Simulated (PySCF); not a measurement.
**Telling isomers of C5H5NO3Si apart by NMR**

Method: geometry from GFN2-xTB, PBE0/pcSseg-1 with gauge-including orbitals, in PySCF (equivalent nuclei averaged, one conformer, relativity neglected, no solvent model).

References, each an isolated molecule treated in the same way: TMS for 1H (σ = 31.72 ppm), 13C (σ = 186.93 ppm). Where no couplings were computed, multiplicities follow the n + 1 count of equivalent neighbours, and m marks all less simple cases (inequivalent or close neighbours, rings, F or P nearby). Acid and N–H amide carbonyl carbons lie up to 10 ppm further downfield in solution (hydrogen bonding). Shifts are as computed. Against solution values, carbons near 30 ppm lie about +3 ppm off and those near 130 ppm about +5 ppm. Of 1211 compounds with measured shifts, 218 miss one by over three times the rms of a fit or turn the order of signals round; such compounds aren't used in these exercises. OH and NH positions are gas-phase values without hydrogen bonding to other molecules.

(1) Tabulate the signals of `N#C[Si@H](C=O)/C=C\C(=O)O`, `N#C[Si@@H](C=O)/C=C/OC=O` and their relative energies.

(2) What is the quickest way to tell N#C[Si@H](C=O)/C=C\C(=O)O from N#C[Si@@H](C=O)/C=C/OC=O?

Answers

(1) 
```tsv
SMILES	carbon types	δC	δH	E rel. (kcal/mol)
N#C[Si@H](C=O)/C=C\C(=O)O	2×C 3×CH	232.7, 175.9, 159.5, 143.2, 122.7	11.91 (d, 1H), 7.41 (m, 1H), 7.06 (d, 1H), 6.87 (br s, 1H), 4.54 (m, 1H)	0.0
N#C[Si@@H](C=O)/C=C/OC=O	1×C 4×CH	235.9, 161.0, 158.5, 120.8, 100.5	11.86 (d, 1H), 8.49 (d, 1H), 8.10 (s, 1H), 5.34 (m, 1H), 4.58 (m, 1H)	14.4
```

Energies are electronic energies at PBE0/pcSseg-1 on these geometries, without zero-point or thermal terms, each for the one conformer computed, which needn't be the lowest.

(2) Both give the same number of carbon signals, but DEPT or the intensities differ. The first has a carboxylic acid carbon (C) at 175.9 ppm, the second a β carbon of an enol-ether or enamine type C=C (CH) at 100.5 ppm. Their most deshielded carbons lie at 232.7 and 235.9 ppm.
